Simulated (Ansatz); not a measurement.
Basis sets compared for Si₁₁H₁₈, a cluster cut from hexagonal silicon. Charge 0, multiplicity 1. Geometry PBE-D4/def2-SVP. Ansatz on 2 threads of AMD EPYC 7R13 on a shared host and a share (18 GiB) of an NVIDIA H100 80GB HBM3; times are rough, and most runs start from earlier orbitals.

```xyz
29

Si    1.7343   -1.7199    1.5063
Si   -0.6032   -1.4827    1.6644
Si    0.6894    2.1831    1.9923
Si   -1.2079    0.7949    1.9008
Si   -1.5417   -2.4026   -0.2897
Si   -2.6405    1.4877    0.1679
Si    2.5150   -0.4068   -0.2850
Si    2.1138    1.8837    0.1421
Si    1.4799   -1.0654   -2.2943
Si   -0.8686   -1.1119   -2.1401
Si   -1.7316    1.0825   -1.9656
H     2.3958   -1.2769    2.7881
H     2.0790   -3.1695    1.2689
H    -1.1075   -2.2383    2.8712
H     1.4653    1.8580    3.2449
H     0.2501    3.6250    2.0688
H    -1.9542    0.9419    3.2070
H    -1.0670   -3.8251   -0.4558
H    -3.0478   -2.4110   -0.1961
H    -3.9390    0.7277    0.2819
H    -2.9381    2.9590    0.3238
H     4.0044   -0.6094   -0.4412
H     3.4279    2.5693    0.4244
H     1.5058    2.5382   -1.0723
H     1.9709   -2.4438   -2.6656
H     1.8824   -0.1101   -3.3911
H    -1.4057   -1.7365   -3.4070
H    -0.6466    2.0898   -2.2497
H    -2.8147    1.2692   -2.9993
```

Single mean-field runs in def2-TZVP are fitted with def2-universal-jkfit.

Binding counts from free atoms (Si triplet, H doublet) in the same basis, without a counterpoise term.

| level | functions | energy (Eh) | HOMO (eV) | LUMO (eV) | binding per atom (eV) | wall time |
| --- | --- | --- | --- | --- | --- | --- |
| PBE-D4/def2-SVP | 288 | -3192.7049 | -6.51 | -2.08 | 3.16 | 3.4 s |
| PBE0-D4/def2-SVP | 288 | -3193.0381 | -7.53 | -1.44 | 3.15 | 2.8 s |

Question: Estimate the rows for PBE-D4/def2-TZVP, PBE0-D4/def2-TZVP (with forces).

Answer: 
| level | functions | energy (Eh) | HOMO (eV) | LUMO (eV) | binding per atom (eV) | wall time |
| --- | --- | --- | --- | --- | --- | --- |
| PBE-D4/def2-TZVP | 515 | -3193.8087 | -6.47 | -2.24 | 3.16 | 2.7 s |
| PBE0-D4/def2-TZVP (with forces) | 515 | -3194.1307 | -7.45 | -1.55 | 3.16 | 4.7 s |
